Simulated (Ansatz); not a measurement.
Ansatz results at the PBE0-D4/def2-TZVP geometry: HOMO–LUMO gap (ωB97M-V/def2-TZVPP) 8.16 eV; LUMO energy (PBE0/def2-TZVPP) -3.09 eV; HOMO energy (PBE0/def2-TZVPP) -7.15 eV.

Each molecule was computed in one conformer, which needn't be the lowest.

(1) Which molecule gave them?
A. `NB(O)C1C=C1`
B. `C[SiH2]B(F)Cl`
C. `BN/C(C)=C\F`
D. `O=C1SB1S`

## Answers

(1) D. The others give `BN/C(C)=C\F`: 10.06, -0.57, -6.63; `NB(O)C1C=C1`: 11.03, 0.36, -6.69; `C[SiH2]B(F)Cl`: 11.05, -1.53, -8.38.
